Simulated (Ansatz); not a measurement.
Noncovalent pair: H2S (SMILES S) (first 3 atoms) with CH3I (SMILES CI); geometry from B3LYP-D3(BJ)/def2-TZVP, rigid monomers moved along the line of their centres of mass till H3···I5 is 2.74 Å.
(charge 0, multiplicity 1):
| atom | x (Å) | y (Å) | z (Å) |
|---|---|---|---|
| S | -0.1442 | -0.4662 | -0.6813 |
| H | -0.5490 | -1.7403 | -0.8064 |
| H | -0.8993 | -0.2756 | 0.4160 |
| C | 1.1747 | -1.1679 | 2.6405 |
| I | -0.8954 | -0.7795 | 3.1111 |
| H | 1.3971 | -2.1733 | 2.9787 |
| H | 1.2757 | -1.0708 | 1.5649 |
| H | 1.7663 | -0.4298 | 3.1694 |

Counterpoise-corrected where a basis set is named; no monomer relaxation.

Cores are frozen in the correlated methods. Filled d and f shells under p-block atoms count as core. CBS: X⁻³ extrapolation of the correlation energy, Hartree–Fock from the larger set.

Codes used: Ansatz (an electronic-structure program). Values without a source in brackets are computed. In def2 rows elements past Kr take small-core potentials, without spin–orbit coupling.

Task: Predict the interaction energy from CCSD/def2-SVPD.

Result: 0.7 kcal/mol

Task: What interaction energy does wB97M-V/def2-TZVPPD give?

Result: -1.4 kcal/mol

Task: Predict the interaction energy from CCSD(T)/CBS(def2-SVPD, def2-TZVPPD).

Result: -1.0 kcal/mol
